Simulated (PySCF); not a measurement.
Several orderings of computed values.

All species are isolated and taken at one optimised geometry (atoms past krypton carry core potentials, spin–orbit coupling is left out). Electronic properties by PySCF.

The conformers computed, where there is a choice (atom-mapped SMILES and torsion angles):
- `[CH3:1][S:2][CH2:3][P:4]([CH3:5])[CH3:6]`: C1–S2–C3–P4 65°, S2–C3–P4–C5 71°
- `[Cl:1][SiH2:2][O:3][SiH2:4][PH:5][SiH2:6][Cl:7]`: Cl1–Si2–O3–Si4 -40°, Si2–O3–Si4–P5 -21°, O3–Si4–P5–Si6 168°, Si4–P5–Si6–Cl7 -46°
- `[CH3:1][CH2:2][Si@@H:3]([NH2:4])[O:5][SiH3:6]`: C1–C2–Si3–N4 -169°, C2–Si3–O5–Si6 -38°, H–N4–Si3–C2 -56°, H–N4–Si3–C2 167°
- `[CH3:1][CH2:2][C@H:3]([AsH2:4])[CH2:5][AsH2:6]`: C1–C2–C3–As4 -58°, C2–C3–C5–As6 -61°, H–As4–C3–C2 -166°, H–As4–C3–C2 -73°, H–As6–C5–C3 92°, H–As6–C5–C3 -175°
- `[CH3:1][c:2]1[n:3][cH:4][se:5][c:6]1[CH2:7][OH:8]`: Se5–C6–C7–O8 -125°, H–O8–C7–C6 48°

The conformers of `CO[SiH2]OCCO` aren't listed.

(1) Rank by static isotropic polarisability, highest first (wB97X-D/def2-SVPD at GFN2-xTB geometries).
A. `P#Cc1ccncc1`
B. `Cl[SiH2]O[SiH2]P[SiH2]Cl`
C. `CSCP(C)C`
D. `CC[Si@@H](N)O[SiH3]`
E. `CO[SiH2]OCCO`

(2) Rank by lowest triplet excitation (Tamm–Dancoff), lowest first (TDA wB97X-D/def2-SVPD at GFN2-xTB geometries).
A. `Cl[SiH2]O[SiH2]P[SiH2]Cl`
B. `CC[Si@@H](N)O[SiH3]`
C. `N#Cc1cnnnc1`
D. `P#Cc1ccncc1`
E. `CO[SiH2]OCCO`
F. `CSCP(C)C`

(3) By how much do the two ends of that ranking differ?

(4) Rank by smallest rotational constant, highest first (PBE0-D3(BJ)/def2-SVP).
A. `Cc1nc[se]c1CO`
B. `F[C@@H]1C[Si@H]1Br`
C. `CC[C@H]([AsH2])C[AsH2]`
D. `N#[C][Cu-][C]#N`
E. `CC#[N+][GaH2-][F]`
F. `[CH3][Cd][C](F)(F)F`

(5) By how much do the two ends of that ranking differ?

(6) Rank by HOMO energy, lowest first (wB97X-D/def2-SVPD at GFN2-xTB geometries).
A. `CSCP(C)C`
B. `P#Cc1ccncc1`
C. `CC[Si@@H](N)O[SiH3]`
D. `Cl[SiH2]O[SiH2]P[SiH2]Cl`
E. `N#CC1=CN=NN=C1`

(7) By how much do the two ends of that ranking differ?

(8) Rank by HOMO–LUMO gap, highest first (wB97X-D/def2-SVPD at GFN2-xTB geometries).
A. `Cl[SiH2]O[SiH2]P[SiH2]Cl`
B. `CC[Si@@H](N)O[SiH3]`
C. `CO[SiH2]OCCO`
D. `N#Cc1cnnnc1`

(9) Give the two extremes of that set in kcal/mol.

(10) Rank by electronic spatial extent ⟨r²⟩ about the centre of nuclear charge, lowest first (wB97X-D/def2-SVPD at GFN2-xTB geometries).
A. `P#CC1=CC=NC=C1`
B. `N#Cc1cnnnc1`
C. `CC[Si@@H](N)O[SiH3]`
D. `CSCP(C)C`
E. `Cl[SiH2]O[SiH2]P[SiH2]Cl`

(11) By how much do the two ends of that ranking differ?

## Answers

(1) B (130.3 au), A (104.8 au), C (96.7 au), D (85.3 au), E (74.2 au).

(2) C (2.37 eV), D (2.76 eV), F (5.06 eV), A (5.50 eV), B (6.60 eV), E (7.02 eV).

(3) By 4.65 eV, between `CO[SiH2]OCCO` and `N#Cc1cnnnc1`.

(4) D (1.459 GHz), E (1.126 GHz), F (1.064 GHz), B (0.982 GHz), A (0.822 GHz), C (0.457 GHz).

(5) By 1.002 GHz, between `N#[C][Cu-][C]#N` and `CC[C@H]([AsH2])C[AsH2]`.

(6) E (-9.83 eV), D (-9.39 eV), C (-9.29 eV), B (-9.07 eV), A (-8.00 eV).

(7) By 1.83 eV, between `CSCP(C)C` and `N#Cc1cnnnc1`.

(8) C (11.64 eV), B (11.22 eV), A (10.50 eV), D (8.26 eV).

(9) `N#Cc1cnnnc1`: 190 kcal/mol; `CO[SiH2]OCCO`: 268 kcal/mol.

(10) B (834 bohr²), D (1112 bohr²), C (1138 bohr²), A (1266 bohr²), E (3177 bohr²).

(11) By 2343 bohr², between `Cl[SiH2]O[SiH2]P[SiH2]Cl` and `N#Cc1cnnnc1`.
